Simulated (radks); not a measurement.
The numbers below are computed, except where a source is named.
Valence configurations of Sn I (all share [Kr]). Level of theory: Dirac Kohn-Sham, PBE, spin-unpolarised, spherical densities, point nucleus; open shells fill j = l - 1/2 first (a radial shooting solver on a logarithmic mesh with Libxc functionals). Order these by energy: 4d9 5s2 5p3; 4d10 5p4; 4d10 5s2 5p2; 4d8.5 5s2 5p3.5; 4d9 5s1 5p4; 4d8.5 5s1 5p4.5; 4d10 5s1 5p3; 4d8 5s1.5 5p4.5; 4d9.5 5s2 5p2.5; 4d8 5s2 5p4.

Answer. From the lowest, in eV above it: 4d10 5s2 5p2 0.000; 4d10 5s1 5p3 7.066; 4d9.5 5s2 5p2.5 11.424; 4d10 5p4 14.389; 4d9 5s2 5p3 24.018; 4d9 5s1 5p4 31.952; 4d8.5 5s2 5p3.5 37.783; 4d8.5 5s1 5p4.5 46.125; 4d8 5s2 5p4 52.722; 4d8 5s1.5 5p4.5 57.065. NIST lists [Kr] 4d10 5s2 5p2 as the ground configuration; this level of theory agrees among the configurations tried. The energies are those of spherical spin-averaged densities, not of single terms.
